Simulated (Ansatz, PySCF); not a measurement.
Molecule: C$_{3}$H$_{3}$O, net charge 0, doublet state. It need not be the lowest isomer of its formula. 
Structure (B3LYP-D3(BJ)/def2-TZVP (Ansatz, a quantum-chemistry and plane-wave program) minimum search):
SMILES: C#C[CH]O
```xyz
7

C      1.9014    -0.0522    -0.0944
C      0.7009    -0.2525    -0.0228
C     -0.6514    -0.4564     0.0567
O     -1.5576     0.5605     0.0508
H      2.9487     0.1121    -0.1563
H     -1.1051    -1.4320     0.1300
H     -1.0887     1.4026    -0.0164
```
Charge 0, spin multiplicity 2.

Property: atomisation energy (electronic, to ground-state atoms), in kcal/mol. Valence correlation only, unless marked. UHF or UKS for open shells. No spin-orbit coupling. No relativistic terms. The coupled-cluster limit lacks core correlation, which all-electron functionals hold. CBS(X,Y): correlation extrapolated as X^-3; Hartree-Fock from the larger set.

| level | program | atomisation energy (kcal/mol) |
|---|---|---|
| HF/def2-TZVPD | PySCF | 497.2 |
| revPBE/def2-TZVPD | Ansatz | 710.3 |
| r2SCAN/def2-TZVPD | Ansatz | 715.4 |
| r2SCAN-D4/def2-TZVPD | Ansatz + dftd4 | 716.0 |
| PBE0/def2-TZVPD | Ansatz | 715.7 |
| TPSSh-D3(BJ)/def2-TZVPD | PySCF + dftd3 | 708.3 |
| TPSSh/def2-TZVPD | PySCF | 705.6 |
| wB97X-V/def2-TZVPD | Ansatz | 706.0 |
| MP2/aug-cc-pVTZ | Ansatz | 702.6 |
| RI-MP2/cc-pVTZ | Ansatz | 698.1 |
| SCS-MP2/6-31G* | Ansatz | 639.7 |
| SCS-MP2/cc-pVDZ | Ansatz | 643.5 |
| CCSD/cc-pVDZ | Ansatz | 632.9 |
| CCSD(T)/6-31G | Ansatz | 595.2 |
| CCSD(T)/CBS(cc-pVTZ,cc-pVQZ) | Ansatz | 705.1 |

The UHF reference is spin-contaminated (<S^2> 0.20 over the pure value in the largest basis).
